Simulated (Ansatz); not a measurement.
Problem. Name a neutral molecule of Al, C, F, S, Si and H with HOMO–LUMO gap (B3LYP/def2-TZVPP) between 5.30 and 5.60 eV and LUMO energy (B3LYP/def2-TZVPP) between -1.80 and -1.50 eV (Ansatz, PBE0-D4/def2-TZVP geometry).

Solution. `C[S][Al]([F])[SiH3]` (5.56 eV, -1.58 eV). Other molecules can fit too; these were computed, each in one conformer that needn't be the lowest.

B3LYP here is the variant with VWN-RPA as its local correlation; programs differ in this.
